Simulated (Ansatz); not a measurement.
ClH₃MoN₂S, SMILES [NH]=[Mo]([NH2])(=[S])[Cl], multiplicity 1.

The structure is a stationary point at B3LYP-D3(BJ)/def2-SVP. The multiplicity is an assumed one; no other spin state was optimised. The structure was generated by enumeration; whether it is a known compound was not checked. The def2 effective core potentials stand for the cores of Mo; spin–orbit coupling is left out. Other conformers were not sampled.

Two levels are set side by side: PBE/def2-SVPD (Ansatz, an electronic-structure program) and CAM-B3LYP/def2-SVPD (Ansatz). Energy differences of separate SCF runs at the same geometry; the states with an electron removed or added have multiplicity 2 and 2. Differences are taken from unrounded values.

| quantity | CAM-B3LYP | PBE | PBE minus CAM-B3LYP |
|---|---|---|---|
| vertical ionisation energy (eV) | 9.54 | 9.26 | -0.29 |
| vertical electron affinity (eV) | 1.38 | 0.84 | -0.54 |
| vertical singlet–triplet gap (eV) | 2.50 | 2.85 | 0.35 |
